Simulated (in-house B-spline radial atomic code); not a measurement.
Checks on a self-consistent run for the thallium ion Tl⁶¹⁺, [Ar] 3d2. Level of theory: Dirac-Hartree-Fock, average of configuration, Fermi nucleus of rms radius 5.4759 fm; calculated with a radial B-spline atomic code at the basis-set limit.

```tsv
orbital	q	ε (Eh)	<1/r>	<r²>	small-component weight
1s1/2	2	-3332.11199	99.3607	0.000368815	0.095172
2s1/2	2	-731.78485	24.7334	0.00545022	0.022242
2p1/2	2	-709.19195	24.6059	0.00384481	0.022215
2p3/2	4	-632.05736	19.8433	0.00497479	0.019717
3s1/2	2	-281.59397	9.61737	0.0321032	0.0083194
3p1/2	2	-272.20136	9.51139	0.0288588	0.008219
3p3/2	4	-252.51910	8.24873	0.0337068	0.007564
3d3/2	0.8	-241.17042	8.13547	0.0247663	0.0073975
3d5/2	1.2	-236.80306	7.85196	0.0260324	0.0072274
```

Electron-electron repulsion V_ee = 1716.2692 hartree.

Problem. What total energy follows from the eigenvalues?

Solution. The eigenvalues count the repulsion twice, so E = Σqε - V_ee = -14669.174 - 1716.269 = -16385.443 hartree; the run printed -16385.443.

Problem. Does the Dirac virial theorem hold?

Solution. For a point nucleus E = -2c²Σq·w, with w the small-component weight. Here Σq·w = 0.43605 and c = 137.0360, so the ratio E/(-2c²Σq·w) is 1.000514; the finite nucleus accounts for the departure from 1.

Problem. What diamagnetic shielding (Lamb formula) and susceptibility (Langevin formula) do the radii give?

Solution. σ = (α²/3)Σq<1/r> = 463.956/(3·137.036²) = 8235.4 ppm, and χ = -0.79199×10⁻⁶·Σq<r²> = -0.2748×10⁻⁶ cm³/mol with Σq<r²> = 0.34703 bohr². Both are non-relativistic formulas without the paramagnetism of open shells; for so heavy an element the full relativistic shielding is larger by tens of per cent.
